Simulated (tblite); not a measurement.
Species: C14H11BF2S.
Atom-mapped SMILES: `[CH3:1][S:2][c:3]1[cH:4][cH:5][c:6]2[c:7]([cH:8]1)[CH2:9][c:10]1[cH:11][c:12]([B:13]([F:14])[F:15])[cH:16][cH:17][c:18]1-2` (hydrogens: H19, H20, H21 on C1; H22 on C4; H23 on C5; H24 on C8; H25, H26 on C9; H27 on C11; H28 on C16; H29 on C17)

Computed with GFN2-xTB (tblite), gas phase: L-BFGS steps from a force-field or distance-geometry start until the largest atomic force falls under 0.01 eV/Å.

The end geometry, which sets the zero of energy:
```
atom  x, y, z in Å
C1      5.6063    0.4876    0.4765
S2      4.6259   -0.8071   -0.3348
C3      2.9505   -0.3303   -0.0528
C4      2.5777    0.7994    0.6681
C5      1.2406    1.1066    0.8488
C6      0.2747    0.2778    0.3014
C7      0.6540   -0.8629   -0.4293
C8      1.9807   -1.1705   -0.6070
C9     -0.5623   -1.5892   -0.9242
C10    -1.6852   -0.7371   -0.4056
C11    -3.0413   -0.8993   -0.5571
C12    -3.9232    0.0302    0.0199
B13    -5.4539   -0.1207   -0.1461
F14    -6.3257    0.7246    0.3804
F15    -6.0178   -1.1023   -0.8321
C16    -3.3902    1.1046    0.7480
C17    -2.0289    1.2761    0.9026
C18    -1.1713    0.3535    0.3194
H19     6.6435    0.2140    0.3095
H20     5.3971    0.5013    1.5422
H21     5.4018    1.4511    0.0188
H22     3.3228    1.4516    1.0944
H23     0.9623    1.9863    1.4095
H24     2.2906   -2.0407   -1.1659
H25    -0.5760   -1.6603   -2.0139
H26    -0.6138   -2.6069   -0.5306
H27    -3.4438   -1.7316   -1.1158
H28    -4.0750    1.8107    1.1939
H29    -1.6400    2.1113    1.4657
```

Task: These geometries come from the run, each turned onto the end geometry. Order them by energy, lowest first.
A.
```
atom  x, y, z in Å
C1      5.7256    0.3863    0.4227
S2      4.5837   -0.7911   -0.3446
C3      2.9355   -0.2585   -0.0158
C4      2.5611    0.8849    0.6786
C5      1.2177    1.1859    0.8460
C6      0.2511    0.3387    0.3216
C7      0.6403   -0.8191   -0.3806
C8      1.9697   -1.1176   -0.5480
C9     -0.5640   -1.5829   -0.8493
C10    -1.6958   -0.7259   -0.3482
C11    -3.0460   -0.9057   -0.5314
C12    -3.9648    0.0031    0.0102
B13    -5.4889   -0.1778   -0.2115
F14    -6.4102    0.1923    0.6613
F15    -6.0002   -0.6847   -1.3219
C16    -3.4555    1.0896    0.7317
C17    -2.0982    1.3061    0.8913
C18    -1.2017    0.3941    0.3458
H19     6.7029    0.0187    0.1214
H20     5.6470    0.3640    1.5057
H21     5.5735    1.3861    0.0287
H22     3.3063    1.5478    1.0932
H23     0.9462    2.0809    1.3871
H24     2.2960   -1.9996   -1.0799
H25    -0.5782   -1.6839   -1.9398
H26    -0.5803   -2.5985   -0.4362
H27    -3.3996   -1.7714   -1.0653
H28    -4.1426    1.7861    1.1832
H29    -1.7507    2.1800    1.4276
```
B.
```
atom  x, y, z in Å
C1      5.5973    0.4732    0.4674
S2      4.6293   -0.8200   -0.3602
C3      2.9543   -0.3406   -0.0645
C4      2.5930    0.8031    0.6422
C5      1.2598    1.1215    0.8407
C6      0.2782    0.2935    0.3188
C7      0.6498   -0.8595   -0.3980
C8      1.9707   -1.1845   -0.5861
C9     -0.5663   -1.5847   -0.8862
C10    -1.6810   -0.7060   -0.4034
C11    -3.0327   -0.8602   -0.5827
C12    -3.9255    0.0508    0.0054
B13    -5.4510   -0.1443   -0.1751
F14    -6.3608    0.5467    0.4911
F15    -5.9640   -1.0421   -1.0006
C16    -3.4004    1.1124    0.7579
C17    -2.0393    1.2902    0.9189
C18    -1.1698    0.3785    0.3327
H19     6.6348    0.2155    0.2817
H20     5.3932    0.4637    1.5344
H21     5.3713    1.4436    0.0349
H22     3.3486    1.4620    1.0403
H23     1.0051    2.0182    1.3855
H24     2.2594   -2.0674   -1.1373
H25    -0.5612   -1.7030   -1.9706
H26    -0.6374   -2.5838   -0.4500
H27    -3.4204   -1.6799   -1.1685
H28    -4.0875    1.8090    1.2169
H29    -1.6674    2.1219    1.4983
```
C.
```
atom  x, y, z in Å
C1      5.5960    0.4828    0.4715
S2      4.6262   -0.8097   -0.3548
C3      2.9512   -0.3400   -0.0556
C4      2.5862    0.8031    0.6485
C5      1.2517    1.1188    0.8365
C6      0.2788    0.2843    0.3094
C7      0.6527   -0.8652   -0.4131
C8      1.9768   -1.1843   -0.5948
C9     -0.5685   -1.5896   -0.8969
C10    -1.6835   -0.7177   -0.4015
C11    -3.0367   -0.8662   -0.5825
C12    -3.9227    0.0542    0.0019
B13    -5.4517   -0.1317   -0.1675
F14    -6.3605    0.6042    0.4537
F15    -5.9749   -1.0705   -0.9429
C16    -3.3913    1.1105    0.7578
C17    -2.0299    1.2850    0.9144
C18    -1.1680    0.3678    0.3288
H19     6.6363    0.2288    0.3010
H20     5.3946    0.4746    1.5385
H21     5.3844    1.4506    0.0266
H22     3.3438    1.4540    1.0548
H23     0.9863    2.0058    1.3919
H24     2.2804   -2.0674   -1.1392
H25    -0.5846   -1.6919   -1.9834
H26    -0.6357   -2.5923   -0.4686
H27    -3.4381   -1.6862   -1.1603
H28    -4.0773    1.8040    1.2209
H29    -1.6421    2.1119    1.4894
```
D.
```
atom  x, y, z in Å
C1      5.6075    0.4905    0.4760
S2      4.6269   -0.8008   -0.3415
C3      2.9491   -0.3313   -0.0533
C4      2.5753    0.8022    0.6615
C5      1.2376    1.1066    0.8399
C6      0.2735    0.2738    0.2970
C7      0.6523   -0.8695   -0.4293
C8      1.9801   -1.1765   -0.6024
C9     -0.5663   -1.5961   -0.9187
C10    -1.6869   -0.7351   -0.4090
C11    -3.0433   -0.8841   -0.5674
C12    -3.9217    0.0422    0.0206
B13    -5.4504   -0.1211   -0.1500
F14    -6.3401    0.6895    0.3999
F15    -5.9927   -1.0920   -0.8681
C16    -3.3864    1.1084    0.7595
C17    -2.0238    1.2764    0.9076
C18    -1.1713    0.3527    0.3183
H19     6.6445    0.2168    0.3064
H20     5.3981    0.5015    1.5416
H21     5.4043    1.4581    0.0264
H22     3.3188    1.4580    1.0859
H23     0.9560    1.9868    1.3972
H24     2.2923   -2.0544   -1.1477
H25    -0.5821   -1.6843   -2.0067
H26    -0.6227   -2.6079   -0.5108
H27    -3.4526   -1.7044   -1.1384
H28    -4.0659    1.8144    1.2147
H29    -1.6299    2.1074    1.4747
```
E.
```
atom  x, y, z in Å
C1      5.6245    0.4189    0.4373
S2      4.5920   -0.8338   -0.3714
C3      2.9383   -0.3022   -0.0360
C4      2.5758    0.8470    0.6643
C5      1.2364    1.1636    0.8434
C6      0.2643    0.3211    0.3270
C7      0.6412   -0.8319   -0.3854
C8      1.9612   -1.1486   -0.5650
C9     -0.5597   -1.5788   -0.8675
C10    -1.6804   -0.7154   -0.3848
C11    -3.0265   -0.8812   -0.5775
C12    -3.9169    0.0279    0.0121
B13    -5.4415   -0.1561   -0.1837
F14    -6.3561    0.4155    0.5813
F15    -5.9430   -0.9185   -1.1407
C16    -3.4037    1.1032    0.7499
C17    -2.0480    1.2955    0.9213
C18    -1.1816    0.3771    0.3502
H19     6.6574    0.1569    0.2290
H20     5.4408    0.3913    1.5070
H21     5.3914    1.3888    0.0099
H22     3.3255    1.5149    1.0654
H23     0.9679    2.0584    1.3871
H24     2.2662   -2.0310   -1.1081
H25    -0.5384   -1.6977   -1.9505
H26    -0.6041   -2.5786   -0.4321
H27    -3.4152   -1.7090   -1.1521
H28    -4.1152    1.7894    1.1794
H29    -1.6724    2.1410    1.4743
```

Result: D (0.002 eV), C (0.009 eV), B (0.016 eV), E (0.048 eV), A (0.118 eV).

In the order of the answer:

| step | E above end (eV) | largest force (eV/Å) | rms force component (eV/Å) | rms distance from end (Å) | rms bond change (Å) | bond most changed (Å) |
| --- | --- | --- | --- | --- | --- | --- |
| 52 | 0.002 | 0.03 | 0.011 | 0.018 | 0.000 | S2–C3 +0.001 |
| 42 | 0.009 | 0.08 | 0.024 | 0.046 | 0.001 | C12–B13 +0.002 |
| 35 | 0.016 | 0.12 | 0.025 | 0.066 | 0.001 | C7–C9 -0.003 |
| 26 | 0.048 | 0.15 | 0.056 | 0.114 | 0.003 | C9–C10 -0.007 |
| 14 | 0.118 | 0.19 | 0.061 | 0.199 | 0.003 | C6–C18 +0.006 |

The cost below is that of the whole relaxation. Hardware: Arm Neoverse V1, one thread, shared host. Cost: 1.2 s wall.
